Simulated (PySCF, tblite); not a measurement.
Compound: C₆H₁₃ClO₂S.
Cartesian coordinates in Å at the GFN2-xTB level; atoms count from 1:
```xyz
23
C6H13ClO2S angstrom
C     -1.6277    1.4249   -0.6182
C     -0.9652    0.1487   -0.0924
C     -1.4936   -0.1551    1.3107
C     -1.2951   -1.0104   -1.0346
C      0.5573    0.3990   -0.0512
C      1.3891   -0.7600    0.4379
S      3.1092   -0.2433    0.3149
O      3.9854   -1.2790    0.7590
O      3.3676    0.3805   -0.9414
Cl     3.1928    1.2251    1.7294
H     -2.7068    1.3013   -0.6661
H     -1.2670    1.6592   -1.6169
H     -1.4090    2.2686    0.0317
H     -1.2008    0.6246    2.0096
H     -1.1173   -1.1075    1.6748
H     -2.5794   -0.2085    1.2970
H     -0.8641   -0.8393   -2.0181
H     -0.9192   -1.9543   -0.6477
H     -2.3726   -1.1019   -1.1480
H      0.9039    0.6556   -1.0542
H      0.7511    1.2584    0.5942
H      1.3234   -1.6408   -0.1935
H      1.2332   -1.0188    1.4792
```

Method used: PBE0/pcSseg-1 in PySCF (dipole) on a GFN2-xTB geometry, gas phase.

Masses are those of the commonest isotopes; rigid-rotor values at the optimised geometry. The values belong to one conformer with, in the numbering `[CH3:1][C:2]([CH3:3])([CH3:4])[CH2:5][CH2:6][S:7](=[O:8])(=[O:9])[Cl:10]`, C2–C5–C6–S7 177°, C5–C6–S7–O8 180°.

(1) Give the principal moments of inertia and the rotational constants in MHz.

(2) Classify the top.

(3) What does the inertial defect say?

(4) Where do the levels up to J = 3 lie, in K?

(5) Which types of transition are allowed, and where do some lines up to J = 4 fall?

(6) Estimate the classical rotational partition function at 25 K, 100 K and 500 K.

## Answers

(1) Ia = 291.02, Ib = 968.03, Ic = 1042.48 u·Å²; 505379 MHz·u·Å²/I gives A = 1737, B = 522.1, C = 484.8 MHz.

(2) A near-prolate asymmetric top: κ = (2 × 522.1 − 1737 − 484.8)/(1737 − 484.8) = -0.94.

(3) Not planar: Δ = Ic − Ia − Ib = -216.57 u·Å². For a rigid frame Δ = −2 Σ m c², so Σ m c² = 108.29 u·Å² lies off the ab plane: 22.18 from hydrogen and 86.10 from heavier atoms. The atom farthest from that plane is 2.15 Å away.

(4) Above 0(0,0), as E/k:
J = 1: 1(0,1) 0.048, 1(1,1) 0.107, 1(1,0) 0.108
J = 2: 2(0,2) 0.145, 2(1,2) 0.201, 2(1,1) 0.207, 2(2,1) 0.382, 2(2,0) 0.382
J = 3: 3(0,3) 0.290, 3(1,3) 0.344, 3(1,2) 0.354, 3(2,2) 0.527, 3(2,1) 0.527, 3(3,1) 0.823, 3(3,0) 0.823
The levels of one J sum to (2J + 1)J(J + 1)(A + B + C)/3.

(5) The dipole components are |μa| = 4.55 D, |μb| = 0.64 D, |μc| = 1.23 D. Intensities carry the squares of the components, which stand as 1.00 : 0.02 : 0.07 (a : b : c). Some lines, for components of 0.1 D or more:

```
type  branch         J(Ka,Kc)    MHz  lower level (cm⁻¹)
   a       Q  4(1,3) ← 4(1,4)    373               0.371
   c       Q  2(1,2) ← 2(0,2)   1178               0.101
   c       Q  1(1,1) ← 1(0,1)   1214               0.034
   b       Q  3(1,2) ← 3(0,3)   1349               0.201
   b       Q  4(1,3) ← 4(0,4)   1430               0.335
   b       R  3(0,3) ← 2(1,2)   1839               0.140
   a       R  2(1,1) ← 1(1,0)   2051               0.075
   b       R  1(1,1) ← 0(0,0)   2221               0.000
   b       R  4(0,4) ← 3(1,3)   2894               0.239
   a       R  3(2,2) ← 2(2,1)   3021               0.265
   a       R  3(1,2) ← 2(1,1)   3076               0.144
   b       Q  4(2,3) ← 4(1,4)   3887               0.371
   a       R  4(2,3) ← 3(2,2)   4027               0.366
   a       R  4(3,1) ← 3(3,0)   4029               0.572
   a       R  4(1,3) ← 3(1,2)   4100               0.246
   b       R  3(1,3) ← 2(0,2)   4142               0.101
   b       R  4(1,4) ← 3(0,3)   5076               0.201
   c       R  4(1,3) ← 3(0,3)   5449               0.201
   c       R  2(2,1) ← 1(1,1)   5732               0.074
   b       R  3(2,2) ← 2(1,1)   6664               0.144
   c       R  3(2,2) ← 2(1,2)   6776               0.140
   b       R  4(2,3) ← 3(1,2)   7615               0.246
   c       R  4(2,2) ← 3(1,2)   7628               0.246
   b       Q  4(4,0) ← 4(3,1)   8630               0.706
   b       Q  4(4,1) ← 4(3,2)   8630               0.706
   c       R  4(3,1) ← 3(2,1)  10191               0.366
```

(6) Point group C1, symmetry number σ = 1; q = (√π/σ)·√((kT/h)³/(ABC)), k/h = 20836.6 MHz/K: 31800 at 25 K, 254000 at 100 K, 2840000 at 500 K.

Its GFN2-xTB frequencies are all real (lowest 20 cm⁻¹). Constants of a rigid frame at the computed geometry: no zero-point averaging, no centrifugal distortion. A rigid rotor knows nothing of internal rotation, which can split or shift real lines. Quadrupole hyperfine structure (35Cl) is left out.

Time: 84 s wall (grids of density and orbitals included). Hardware: Arm Neoverse V1, one thread, no GPU, shared host. This is the PBE0/pcSseg-1 job that gave the dipole, with the shieldings it also computed.
